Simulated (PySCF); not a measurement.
**Excitation energy of Ni by level of theory**

Ni [Ar] 3d8 4s2 (3F) → Ni [Ar] 3d10 (1S), as a difference of total energies. Computed with PySCF 2.14 in aug-cc-pwCVTZ-DK (10s9p7d4f3g, 127 functions), with scalar relativity by spin-free X2C-1e. Correlated levels: valence: [Ar] frozen; valence and next inner shell: [Ne] frozen; nothing frozen. The calculations carry no spin-orbit coupling.

```
                                method  excitation energy (eV)
                                   UHF                   6.338
                                   LDA                   0.423
                                   PBE                   1.053
                                  PBE0                   2.174
                                r2SCAN                   2.291
                                  TPSS                   1.433
                                  BLYP                   1.190
                                  PW91                   1.029
                         MP2 (valence)                  -0.220
                     SCS-MP2 (valence)                   0.637
    MP2 (valence and next inner shell)                  -1.517
SCS-MP2 (valence and next inner shell)                  -0.357
                   MP2 (all electrons)                  -1.543
               SCS-MP2 (all electrons)                  -0.370
```

How much does correlation contribute at MP2 (all electrons)?

-1.543 − (6.338) = -7.881 eV, measured against UHF.

A first-order spin-orbit estimate (lowest level to lowest level, LS coupling) adds 0.138 eV.
